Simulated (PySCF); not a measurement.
Different ions with NH3 ligands: tetrahedral complexes compared

All values are computed with PySCF: state-averaged CASSCF of the d shell with SC-NEVPT2, spin-free X2C, triple-zeta basis on the metal and double-zeta on the ligands, mean-field spin-orbit coupling; model geometries with bond lengths from ionic radii.

| complex | point group | M–L / Å | L–M–L / ° | solvent |
| --- | --- | --- | --- | --- |
| [V(NH3)4]3+ | Td | 1.95 | 109 | none |
| [Mn(NH3)4]2+ | Td | 2.14 | 109 | none |
| [Cu(NH3)4]2+ | Td | 2.04 | 109 | none |
| [Nb(NH3)4]3+ | Td | 2.03 | 109 | none |
| [Ni(NH3)4]2+ | Td | 2.00 | 109 | none |

For [Nb(NH3)4]3+ the d shell alone is too small an active space: its values show what this model gives and aren't sound predictions.

Problem. Rank by the nephelauxetic ratio at CASSCF level, lowest first.
A. [Ni(NH3)4]2+
B. [V(NH3)4]3+
C. [Mn(NH3)4]2+
D. [Nb(NH3)4]3+

Solution. D (0.604), B (0.787), C (0.923), A (0.938).

Problem. Rank by the spin-orbit constant ζ, lowest first.
A. [Nb(NH3)4]3+
B. [Mn(NH3)4]2+
C. [V(NH3)4]3+
D. [Ni(NH3)4]2+
E. [Cu(NH3)4]2+

Solution. C (166 cm⁻¹), B (300 cm⁻¹), A (378 cm⁻¹), D (637 cm⁻¹), E (797 cm⁻¹).

Problem. What are the ground states and moments?

Solution. 
```csv
complex,shell,ground state (NEVPT2),total orbital splitting (CASSCF fit) / cm⁻¹,μeff(300 K) / μB
[V(NH3)4]3+,d2,3A2,10003,2.81
[Mn(NH3)4]2+,d5,6A1,4273,5.92
[Cu(NH3)4]2+,d9,2T2,3475,2.39
[Nb(NH3)4]3+,d2,3A2,13906,2.73
[Ni(NH3)4]2+,d8,3T1,4326,4.20
```

The tetrahedral shape is imposed. Real complexes may take another, with another ground state; d8 and d9 ions are often square planar.
